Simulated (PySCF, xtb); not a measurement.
CH5F2NSi, SMILES F[SiH](F)NC.

The structure is a stationary point at PBE0-D3(BJ)/def2-SVP. This is a generated structure with no PubChem entry under its InChIKey; it may be hypothetical. The values are those of a single conformer.

The numbers are results of C-PCM-PBE0/def2-SVP (PySCF), not measurements.

The values are the electrostatic part of the solvation free energy, E(continuum) − E(gas) at the gas-phase geometry, in a cavity of scaled van der Waals radii (PySCF's table); cavitation and dispersion terms are not included. In vacuum the orbital gap is 8.76 eV. The dipole moment in vacuum is 2.79 D.

Computed values in water (ε = 78.36), tetrahydrofuran (ε = 7.43), 1-octanol (ε = 9.86):
| solvent | ε | ΔG(elec) (kcal/mol) | dipole (D) | gap (eV) |
|---|---|---|---|---|
| water | 78.36 | -4.2 | 3.25 | 8.78 |
| tetrahydrofuran | 7.43 | -3.7 | 3.18 | 8.79 |
| 1-octanol | 9.86 | -3.8 | 3.20 | 8.79 |

For comparison, GFN2-xTB/ALPB(water) (xtb, at the GFN2-xTB geometry, all terms of that model) gives -1.8 kcal/mol.
